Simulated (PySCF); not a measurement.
Isomers of C5H6F2OSi, mass 148.016 u with the commonest isotopes. Method used: CAM-B3LYP/def2-SVPD in PySCF (dipole) on a GFN2-xTB geometry, gas phase. One conformer each, none proved a minimum here; rigid rotors.

Question: Order these by out-of-plane moment Σ m c² = (Ia + Ib − Ic)/2, smallest first.
A. `[O:1]=[C:2]1[SiH2:3][CH2:4][C@@:5]2([F:6])[CH2:7][C@@:8]12[F:9]` with O1–C2–Si3–C4 -159°, C2–Si3–C4–C5 -17°, Si3–C4–C5–F6 157°, C4–C5–C7–C8 105°
B. `[O:1]=[C:2]1[CH:3]=[C:4]([CH:5]([F:6])[F:7])[CH2:8][SiH2:9]1` with C3–C4–C5–F6 -4°
C. `[F:1][CH:2]([F:3])[c:4]1[cH:5][cH:6][c:7]([SiH3:8])[o:9]1` with F1–C2–C4–C5 59°

Answer: B (17.80 u·Å²), A (44.25 u·Å²), C (47.36 u·Å²).

Question: Order these by rotational constant A, smallest first.
A. `[O:1]=[C:2]1[CH:3]=[C:4]([CH:5]([F:6])[F:7])[CH2:8][SiH2:9]1` with C3–C4–C5–F6 -4°
B. `[F:1][CH:2]([F:3])[c:4]1[cH:5][cH:6][c:7]([SiH3:8])[o:9]1` with F1–C2–C4–C5 59°
C. `[O:1]=[C:2]1[SiH2:3][CH2:4][C@@:5]2([F:6])[CH2:7][C@@:8]12[F:9]` with O1–C2–Si3–C4 -159°, C2–Si3–C4–C5 -17°, Si3–C4–C5–F6 157°, C4–C5–C7–C8 105°

Answer: C (1859 MHz), A (2536 MHz), B (3625 MHz).

Question: Order these by rotational constant C, largest first.
A. `[O:1]=[C:2]1[CH:3]=[C:4]([CH:5]([F:6])[F:7])[CH2:8][SiH2:9]1` with C3–C4–C5–F6 -4°
B. `[O:1]=[C:2]1[SiH2:3][CH2:4][C@@:5]2([F:6])[CH2:7][C@@:8]12[F:9]` with O1–C2–Si3–C4 -159°, C2–Si3–C4–C5 -17°, Si3–C4–C5–F6 157°, C4–C5–C7–C8 105°
C. `[F:1][CH:2]([F:3])[c:4]1[cH:5][cH:6][c:7]([SiH3:8])[o:9]1` with F1–C2–C4–C5 59°

Answer: B (958.0 MHz), A (675.6 MHz), C (622.5 MHz).

```csv
SMILES,point group,Ia (u·Å²),Ib (u·Å²),Ic (u·Å²),κ,μa (D),μb (D),μc (D)
FC(F)c1ccc([SiH3])o1,Cs,139.42,767.14,811.84,-0.98,2.35,0.34,0.00
O=C1C=C(C(F)F)C[SiH2]1,C1,199.32,584.38,748.10,-0.80,0.74,3.25,1.68
O=C1[SiH2]C[C@@]2(F)C[C@@]12F,C1,271.85,344.21,527.56,0.13,0.57,4.12,1.82
```
